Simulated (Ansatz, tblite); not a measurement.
Spin states of the cluster Cu4B, each relaxed with B3LYP-D4/def2-SVP in Ansatz. Electronic energies in the gas phase.

The xTB rows come from tblite. Correlated methods freeze 37 core orbitals. The rows differ in basis, and correlated rows in double-zeta sets carry the largest basis error. In CCSD on the charge 0 quartet the largest single amplitude is 0.30, so its Hartree–Fock determinant may place the open shell otherwise than the density functionals do. The structure comes from a short search, and lower isomers may exist.

Doublet geometry (C2v within 0.1 Å):

Cartesian coordinates in Å:
```
B 0.774 0.068 0.541
Cu 1.298 0.416 -1.301
Cu -0.881 1.086 -0.312
Cu -0.461 -1.203 -0.626
Cu -0.730 -0.367 1.698
```

Quartet geometry (C2v within 0.1 Å):

```csv
atom,x (Å),y (Å),z (Å)
B1,-0.2203,0.3871,-0.6179
Cu2,1.6358,-0.0610,-1.0940
Cu3,-0.1705,-1.4513,0.0938
Cu4,0.6126,0.6745,1.1463
Cu5,-1.8576,0.4507,0.4719
```

⟨S²⟩: doublet 0.76 at PBE0-D4/def2-TZVP (pure 0.75), quartet 3.77 at PBE0-D4/def2-TZVP (pure 3.75).

Run but left out: HF/STO-3G, HF/def2-SVP, HF/def2-TZVP, MP2/def2-SVP, MP2/def2-TZVP (doublet: ⟨S²⟩ 1.24 to 6.74, where a pure state has 0.75).

Only these spin states were relaxed.

(1) Estimate which spin state lies lowest at each of these levels, and by how much: GFN1-xTB; GFN2-xTB; PBE-D4/def2-TZVP; revPBE-D4/def2-TZVP; r2SCAN-D4/def2-TZVP; PBE0-D4/def2-TZVP; PBE-QIDH/def2-TZVP; CCSD/def2-SVP; CCSD(T)/def2-SVP.

Results:

(1) 
```json
{"level": "GFN1-xTB", "quartet − doublet (kJ/mol)": "372.8", "lowest of these": "doublet", "remarks": "–"}
{"level": "GFN2-xTB", "quartet − doublet (kJ/mol)": "335.4", "lowest of these": "doublet", "remarks": "–"}
{"level": "PBE-D4/def2-TZVP", "quartet − doublet (kJ/mol)": "123.7", "lowest of these": "doublet", "remarks": "–"}
{"level": "revPBE-D4/def2-TZVP", "quartet − doublet (kJ/mol)": "120.0", "lowest of these": "doublet", "remarks": "–"}
{"level": "r2SCAN-D4/def2-TZVP", "quartet − doublet (kJ/mol)": "118.6", "lowest of these": "doublet", "remarks": "–"}
{"level": "PBE0-D4/def2-TZVP", "quartet − doublet (kJ/mol)": "129.1", "lowest of these": "doublet", "remarks": "–"}
{"level": "PBE-QIDH/def2-TZVP", "quartet − doublet (kJ/mol)": "147.1", "lowest of these": "doublet", "remarks": "–"}
{"level": "CCSD/def2-SVP", "quartet − doublet (kJ/mol)": "120.3", "lowest of these": "doublet", "remarks": "large T1 (0.052) (quartet), large T1 (0.054) (doublet), spin-contaminated (⟨S²⟩ 1.24) (doublet)"}
{"level": "CCSD(T)/def2-SVP", "quartet − doublet (kJ/mol)": "129.5", "lowest of these": "doublet", "remarks": "large T1 (0.052) (quartet), large T1 (0.054) (doublet), spin-contaminated (⟨S²⟩ 1.24) (doublet)"}
```

Change of the quartet − doublet gap on mixing in exact exchange, in kJ/mol: PBE to PBE0 (25 % exact exchange) 5.4. The xTB methods have no term that favours high spin, so they put low spin too low.
